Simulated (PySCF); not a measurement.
## How methods differ on the ionisation energy of Nd⁵⁵⁺

Nd⁵⁵⁺ [He] 2s2 2p1 [2p1/2^1, M_J = 1/2] → Nd⁵⁶⁺ [He] 2s2, as a difference of total energies. Calculation: PySCF 2.14, in an even-tempered Gaussian basis (17 s from 36 bohr⁻², ratio 2.4; 13 p from 46 bohr⁻², ratio 2.4; 5 d from 150 bohr⁻², ratio 2.6; 4 f from 220 bohr⁻², ratio 2.6); the two-component X2C-1e Hamiltonian. Correlated levels: nothing frozen; the 32 highest virtual spinors dropped. "Screened" scales the spin-orbit matrix elements by Boettger's factors to mimic the two-electron term; Breit and QED terms are absent.

| method | ionisation energy (eV) |
| --- | --- |
| GHF (spin-free) | 11301.3 |
| GMP2 (spin-free) | 11300.7 |
| GHF (screened spin-orbit) | 11705.7 |
| GMP2 (screened spin-orbit) | 11703.6 |

Q: How much does correlation contribute at GMP2 (screened spin-orbit)?

A: 11703.6 − (11705.7) = -2.1 eV, measured against GHF (screened spin-orbit).

For this ion Breit and QED terms and the two-electron picture change, all absent here, outweigh the correlation shift from GHF to GMP2.

The spin-free rows lack the spin-orbit shift.

For comparison: 11694 ± 5 eV (theoretical estimate listed by NIST; NIST Atomic Spectra Database, ionization energies).
